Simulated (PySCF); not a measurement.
# Ions at one geometry of LuOCl

PySCF 2.14.0, RKS PBE0, Lu def2-SVP with ECP28, O def2-SVP, Cl def2-SVP; non-relativistic Hamiltonian with scalar-relativistic core potentials where named; density fitting; no spin-orbit coupling; singlets restricted, open shells unrestricted. The geometry is relaxed for charge 0, singlet, vacuum:

```xyz
3

Lu    0.2090    0.0000   -0.3747
O     1.6807    0.0000    0.6261
Cl   -1.8691    0.0000    0.8750
```

Energies count from the relaxed state; an electron taken off or put on is at rest in vacuum. Charges and spins are Mulliken's.

```tsv
state	energy (eV)	spin squared	charge on Lu1 (e)	spin on Lu1 (e)	dipole about the centre of mass (D)
charge 0, singlet, vacuum	0.00	0.00	0.91	0.00	7.32
charge -1, doublet, vacuum	-1.42	0.75	0.07	1.03	2.51
```

What does the state charge +1, doublet, vacuum give?

energy (eV) 9.03, spin squared 0.76, charge on Lu1 (e) 1.38, spin on Lu1 (e) -0.03, dipole about the centre of mass (D) 5.22.

With an electron taken off (doublet) the charges change, summed by element, by Lu +0.47 e, O +0.29 e, Cl +0.24 e. The vertical ionisation energy is 9.03 eV, against −ε(HOMO) = 6.84 eV of the relaxed state. The level lies 2.2 eV too high, as is usual for semilocal functionals and global hybrids, which keep a self-interaction error.

With an electron put on (doublet) the charges change, summed by element, by Lu -0.84 e, O -0.06 e, Cl -0.10 e. The vertical electron affinity is 1.42 eV, against −ε(LUMO) = 2.84 eV of the relaxed state. The basis has no diffuse functions, which an added electron needs. The added electron's level lies above zero.

Open shells may have lower solutions than those found.
